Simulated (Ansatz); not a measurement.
Geometry optimisation, RKS B3LYP-D4/def2-SVP in Ansatz.

Input file:

```yaml
crystal:
  periodic: [false, false, false]
  atoms:
    - { symbol: "N", position_ang: [-2.4493, 0.3597, 0.6249] }
    - { symbol: Si, position_ang: [-0.9418, 0.5916, 1.2015] }
    - { symbol: "N", position_ang: [-0.186, -0.5019, 0.1772] }
    - { symbol: C, position_ang: [1.3182, -0.4231, -0.1876] }
    - { symbol: O, position_ang: [1.5907, -1.7021, -0.7164] }
    - { symbol: C, position_ang: [1.4746, 0.7218, -1.1864] }
    - { symbol: S, position_ang: [1.2862, 0.5385, -2.8397] }
    - { symbol: H, position_ang: [-2.4341, 0.5945, -0.3954] }
    - { symbol: H, position_ang: [-2.7706, -0.5501, 0.75] }
    - { symbol: H, position_ang: [-0.433, 1.9478, 0.9363] }
    - { symbol: H, position_ang: [-0.8444, 0.1221, 2.6109] }
    - { symbol: H, position_ang: [-0.257, -1.4171, 0.6201] }
    - { symbol: H, position_ang: [1.8398, -0.2278, 0.6689] }
    - { symbol: H, position_ang: [1.039, -1.7675, -1.4993] }
    - { symbol: H, position_ang: [1.7459, 1.6628, -0.7357] }
basis:
  gaussian: { orbitals: def2-SVP }
hamiltonian:
  xc: b3lyp
  dispersion: d4
relax:
  f_tol: 0.015
  max_steps: 40
```

Launched with:

```bash
$ ansatz run input.yaml --threads 2 --pin off --max-ram 3072MiB --backend cpu --events-out ev --progress --plain --runs-dir out
```

Problem. Where does it end, and by what steps?

Solution. It did not converge within its limit. After 39 steps the energy has fallen by 1.706 eV; H12 moved furthest, 1.77 Å.

```
step  energy less start (eV)  largest force component (eV/Å)  accepted
   0                  0.0000                           4.054       yes
   2                 -1.2095                           1.333       yes
   4                 -1.3842                           0.452       yes
   6                 -1.4139                           0.488       yes
   8                 -1.4380                           0.299       yes
  10                 -1.4479                           0.425       yes
  12                 -1.4595                           0.184       yes
  14                 -1.4864                           0.455       yes
  16                 -1.5324                           0.720       yes
  18                 -1.6147                           0.248       yes
  20                 -1.6330                           0.849       yes
  22                 -1.6814                           0.198       yes
  24                 -1.6912                           0.296       yes
  26                 -1.7004                           0.083       yes
  28                 -1.7013                           0.226       yes
  30                 -1.7032                           0.031       yes
  32                 -1.7041                           0.026       yes
  34                 -1.7022                           0.369        no
  36                 -1.7046                           0.178        no
  38                 -1.7056                           0.153       yes
  39                 -1.7058                           0.101       yes
```

```xyz
15
Properties=species:S:1:pos:R:3
N -2.119 0.013 0.014
Si -0.950 0.592 1.137
N 0.581 -0.256 1.025
C 1.227 -0.678 -0.203
O 0.529 -1.628 -0.948
C 1.521 0.594 -0.981
S 0.765 1.031 -2.348
H -2.531 0.612 -0.695
H -2.269 -0.973 -0.167
H -0.839 2.050 0.842
H -1.302 0.399 2.575
H 0.865 -0.794 1.837
H 2.202 -1.122 0.073
H 0.033 -1.138 -1.630
H 2.263 1.248 -0.500
```

Time of the run: 3.6 min on 2 threads of Arm Neoverse V2, on a shared host, peak memory 0.45 GiB.
